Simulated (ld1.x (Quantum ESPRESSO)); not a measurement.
Varying the TM semilocal potential for Si

Base potential:

- Element: Si (Z = 14)
- Generator: ld1.x (Quantum ESPRESSO) 7.5
- Type: norm-conserving Troullier–Martins (semilocal form)
- Functional: PBE
- Relativity: scalar-relativistic
- Frozen core: [Ne]
- Valence charge: 4
- Reference configuration: 3s2 3p2
- Partial waves: 3s (bound): rc 1.55 bohr; 3p (bound): rc 1.45 bohr
- Local potential: the p channel
- Core correction: none

Cutoffs, loose and tight: the cutoffs (Ry, on a coarse ladder) from which the occupation-weighted sum of valence levels, in a spherical-Bessel basis at the reference potential, stays within 10 and 1 mRy of its value at 400 Ry. They do not see the model core or the augmentation charge, which bear on the density cutoff. Test errors are all-electron minus pseudo excitation energies from the reference, over the configurations 3s2 3p1; 3s2 3p0; 3s1 3p0; 3s0 3p4; 3s2 3p2.3; 3s2 3p1.5; 3s1 3p3. A dash means not determined; rows that change the core or the reference have their own tests. The largest error is taken over the tests solved by every variant that gives reliable tests at all: 3s0 3p4; 3s1 3p0; 3s2 3p0; 3s2 3p1; 3s2 3p1.5; 3s2 3p2.3.

A semilocal file is local in each channel, so a ghost entry of none says nothing of the separable form that plane-wave codes build from it.

| change | outcome | cutoff, loose | cutoff, tight | bound ghosts | largest test error (meV) |
| --- | --- | --- | --- | --- | --- |
| base | generated | 40 Ry | 60 Ry | none | +65 |
| wave 3p (bound): rc 1.45 bohr becomes 3p (bound): rc 1.12 bohr | generated | 180 Ry | 230 Ry | none | +149 |
| wave 3p (bound): rc 1.45 bohr becomes 3p (bound): rc 1.34 bohr | generated | 55 Ry | 70 Ry | none | +63 |
| wave 3p (bound): rc 1.45 bohr becomes 3p (bound): rc 1.66 bohr | generated | 15 Ry | 40 Ry | none | +71 |
| wave 3p (bound): rc 1.45 bohr becomes 3p (bound): rc 1.80 bohr | generated | 15 Ry | 40 Ry | none | +74 |
| wave 3p (bound): rc 1.45 bohr becomes 3p (bound): rc 2.02 bohr | generated | 15 Ry | 40 Ry | none | +77 |
| wave 3p (bound): rc 1.45 bohr becomes 3p (bound): rc 2.12 bohr | generated | 15 Ry | 40 Ry | none | +76 |

Question: What comes out with this change to the base: wave 3p (bound): rc 1.45 bohr becomes 3p (bound): rc 1.46 bohr?

Answer: outcome: generated; cutoff, loose: 35 Ry; cutoff, tight: 55 Ry; bound ghosts: none; largest test error (meV): +65.

Question: What comes out with this change to the base: wave 3p (bound): rc 1.45 bohr becomes 3p (bound): rc 0.94 bohr?

Answer: outcome: generated; cutoff, loose: 90 Ry; cutoff, tight: over 300 Ry; bound ghosts: none; largest test error (meV): +388.

Reading the sweep of the p radius (base included, trends over the rows without a ghost): The loose cutoff falls from 90 Ry at 0.94 to 15 Ry at 2.12 bohr, with one reversal. A larger radius leaves more room for a smooth pseudo-wave, so fewer plane waves are needed; a smaller one forces it to follow the all-electron wave where it bends sharply. The median size of the test errors (rows with all tests solved) is not monotonic: lowest 0.1 meV at 1.46 bohr, highest 36.1 meV at 1.12 bohr.
